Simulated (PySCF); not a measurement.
MF₃ across the 3d metals

Level: PBE0, basis family def2-SVP, no relativity.

Each entry is the lowest minimum that a search over a few typed start shapes (and spin states, where more than one is plausible) found, or that minimum re-optimised at the stated level; isomers with ligand–ligand bonds, or fragments after loss of a ligand pair, can lie lower. Open shells are unrestricted; no spin–orbit coupling; PySCF with density fitting.

```
molecule  2S+1  point group  mean bond to the central atom (Å)  gap (eV)  atomisation (kJ/mol)  distinct angles (°)  lowest ω (cm⁻¹)
    ScF₃     1          D3h                              1.822      8.51                  1878                  120               50
     VF₃     3          C2v                              1.729         –                  1643              111/125              102
    FeF₃     ?            ?                                  ?         ?                     ?                    ?                ?
    CoF₃     5          D3h                              1.724         –                  1203                  120              134
    CuF₃     3          D3h                              1.734         –                   848                  120               94
```

Question: Fill in the row of FeF₃.

Answer: 2S+1: 6; point group: D3h; mean bond to the central atom (Å): 1.748; atomisation (kJ/mol): 1309; distinct angles (°): 120; lowest ω (cm⁻¹): 111.

The bond length does not run in one direction; the largest change, -0.093 Å, falls between ScF₃ and VF₃ among the members listed.

The shape changes along the series: D3h for ScF₃; C2v for VF₃; D3h for FeF₃ and CoF₃ and CuF₃.

Left out of the table are members whose search was unfinished or whose lowest solution was spin-contaminated, unstable, very soft or bonded differently.

Open d and f shells are single-determinant solutions and may miss the true ground state.
